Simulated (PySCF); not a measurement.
C2H2Cl2Si, SMILES C#C[SiH](Cl)Cl.

Geometry: B3LYP-D3(BJ)/def2-SVP.

These are PBE/def2-TZVP in PySCF values and carry that method's errors.

Computed frontier levels, gap, dipole moment and polarisability:
```yaml
highest_occupied_level: -7.51 eV
lowest_empty_level: -1.90 eV
orbital_gap: 5.61 eV
dipole_moment: 1.81 D
quadrupole, principal values (traceless, Buckingham form, about the centre of nuclear charge): -6.10, -3.01, 9.11 D·Å
mean_static_polarisability: 69.7 bohr³ (10.33 Å³)
polarisability_principal_values: 53.3, 68.2, 87.6 bohr³
```
